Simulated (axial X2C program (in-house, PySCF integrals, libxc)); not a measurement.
# WF: from the spin-free to the two-component result

Calculated with an axial X2C code built on PySCF integrals. Spin-free means the one-electron spin-free X2C Hamiltonian; two-component (2c) means X2C with spin–orbit coupling and atomic mean-field two-electron Coulomb and Gaunt terms, so the difference of the two also holds small scalar two-electron terms. Basis: W dyall-cv3z [13s14p9d7f4g], F dyall-av3z [7s6p3d2f] (cores contracted in-house); Gaussian nuclei, density fitting, unrestricted open shells. Masses: W 183.951 u, F 18.998 u.

Spin-free state: M_S = 5/2, Λ = 0 (beyond evenly filled blocks: σα, π+α, π-α, δ+α, δ-α); fragments W + F.

| level | Re (Å) | ωe (cm⁻¹) | μ (D) |
| --- | --- | --- | --- |
| PBE0 | 1.885 | 645.4 | -2.52 |
| HF | 1.912 | 626.6 | -3.06 |
| MP2 | 1.905 | 627.0 | n/a |
| CCSD | 1.905 | 632.2 | n/a |
| CCSD(T) | 1.906 | 629.9 | n/a |

Correlated methods: 13 electrons correlated (number of frozen shells: W 5 s, 4 p, 2 d, 1 f; F 1 s), 313 virtual spin orbitals or spinors in MP2, 89 natural virtuals in coupled cluster.

Dipoles are positive if F is the positive end.

Two-component determinant lowest at the distance of the search:

Ω = 5/2 (⟨Sz⟩ = 2.48, ⟨Lz⟩ = 0.02 at HF); fragments W + F.

```tsv
level	Re (Å)	ωe (cm⁻¹)	μ (D)
PBE0	1.884	644.9	-2.51
HF	1.911	626.3	-3.04
MP2	1.904	626.4	n/a
CCSD	1.903	631.6	n/a
CCSD(T)	1.905	629.2	n/a
```

Question: From the two tables, how do the constants change at the CCSD(T) level (2c against spin-free)?

Answer: At the CCSD(T) level Re falls by 0.001 Å and ωe decreases by 0.7 cm⁻¹.

The state is a single determinant with fixed occupations, the lowest that a limited PBE0 search found. De is not given where an atomic determinant may have missed its ground term or J level, or where the truncated virtual space spoils (T). Density functionals use the spin component along the axis (collinear). Coupled cluster ran in a truncated set of natural virtual spinors; the MP2 energy of the rest was added. (T) has no such correction and the atoms are truncated less, which lowers De at CCSD(T) by a hundredth of an eV or more. Other states lie close and PBE0, whose exact exchange favours high spin, may order them wrongly; the determinant shown need not be the ground state. The nearest other spin-free determinant of the search, M_S = 3/2, Λ = 1, lies 0.90 eV up at the distance of the search. Without a current term, density functionals place determinants with orbital angular momentum somewhat too high. With several unpaired electrons one determinant need not be a pure state. This is the top spin component of a Σ state; components of lower Ω are not single determinants and can lie lower. With the outer-core shells frozen, correlated bond lengths of heavy atoms tend to come out a few hundredths of an ångström too long.
